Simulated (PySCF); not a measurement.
Computed with PySCF 2.14.0 with TPSSh-D3(BJ)/def2-TZVP // PBE-D3(BJ)/def2-SVP. All species are isolated molecules in the gas phase. 

Reference species: [Nb(Cl)2(F)3] (neutral, multiplicity 1).

```yaml
HOMO–LUMO gap: 5.15 eV
dipole_moment: 0.67 D
```

Changed species: [Nb(Cl)(F)4] (4 of 5 Cl replaced by F; the reference has 3 of 5 Cl replaced by F).

Predict the effect on the HOMO–LUMO gap and dipole moment.

the HOMO–LUMO gap rises by 1.14 eV, to 6.29 eV; the dipole moment rises by 0.69 D, to 1.36 D.
